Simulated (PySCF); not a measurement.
Ligands exchanged one at a time, Ga H-F. Gas-phase values, no solvent. Strings in code marks are SMILES.

Calculation: PBE0-D3(BJ)/def2-TZVP (PySCF). All candidates: neutral, multiplicity 1. Delta-SCF ions had no search for a lower state. 

```yaml
HOMO–LUMO gap: 6.77 eV
LUMO: -1.82 eV
vertical ionisation energy (Delta-SCF): 11.14 eV
```

Q: Which member has these values?
A. `[F][Ga]([F])[F]`
B. `[F][GaH2]`
C. `[GaH3]`
D. `[F][GaH][F]`

A: C, `[GaH3]`. The others give `[F][Ga]([F])[F]`: 9.42 eV, -2.35 eV, 14.35 eV; `[F][GaH2]`: 7.35 eV, -1.62 eV, 11.53 eV; `[F][GaH][F]`: 9.02 eV, -1.36 eV, 12.96 eV
